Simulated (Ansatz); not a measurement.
Molecule: sum formula H4BN2O (charge 0, doublet). It need not be the lowest isomer of its formula. 
Geometry from a B3LYP-D3(BJ)/def2-TZVP (Ansatz, a first-principles code) optimisation:
```
B
O 1 1.3665
N 1 1.4282 2 118.51
H 3 1.0059 1 120.32 2 4.25
H 3 1.0064 4 113.31 1 154.03
N 1 1.4282 2 118.51 3 180.00
H 6 1.0059 1 120.32 2 4.25
H 6 1.0064 7 113.31 1 154.03
```
Charge 0, spin multiplicity 2.

Basis-set convergence of Hartree-Fock and CCSD(T) correlation energies (hartree) with Ansatz. Cores are frozen in the correlated levels unless marked. Open shells are spin-unrestricted. No spin-orbit coupling. Non-relativistic.

```csv
basis,functions,E(HF),"E(corr, CCSD(T))"
cc-pVDZ,76,-210.88032,-0.61030
cc-pVTZ,176,-210.95015,-0.76533
cc-pVQZ,340,-210.96663,-0.81495
```

Extrapolating the two largest sets (X = 3 and 4) as X^-3: E(corr) = (64·(-0.81495) - 27·(-0.76533))/37 = -0.8512 Eh, an estimate of the basis-set limit. The largest set recovers 95.7 % of it, the smallest 71.7 %.
